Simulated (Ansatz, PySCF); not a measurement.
Dimer: CH4 (SMILES C) (first 5 atoms) with CH3Cl (SMILES CCl); geometry from B3LYP-D3(BJ)/def2-TZVP.
(charge 0, multiplicity 1):
```xyz
10

C     -0.02142     0.03547    -0.09519
H      0.41187     0.57224     0.74712
H     -1.10862     0.07948    -0.03701
H      0.30772     0.49174    -1.02771
H      0.30162    -1.00492    -0.07011
C     -0.82271    -0.58665     3.41839
Cl     0.43476     0.63559     3.80026
H     -1.14113    -1.04863     4.34783
H     -1.65394    -0.08126     2.93670
H     -0.38920    -1.32452     2.75086
```

Monomers are frozen at their geometry in the pair; levels with a basis set take the counterpoise correction. Rows marked so take none.

Frozen-core correlation. CBS: X⁻³ extrapolation of the correlation energy, Hartree–Fock from the larger set. Rows in 3-21G, 6-31G* carry no dispersion term and start afresh at each structure (6-31G* with six Cartesian d functions).

Programs: Ansatz (Gaussian orbitals); PySCF for 3-21G rows, 6-31G* rows. Each number belongs to the level named beside it.

Q: Predict the interaction energy from CCSD(T)/CBS(aug-cc-pV(D+d)Z, aug-cc-pV(T+d)Z).

A: -46 meV

Q: Predict the interaction energy from HF/6-31G*.

A: 24 meV

Q: Give the interaction energy at the level B3LYP/3-21G (no counterpoise).

A: -24 meV

Ansatz is an electronic-structure program.
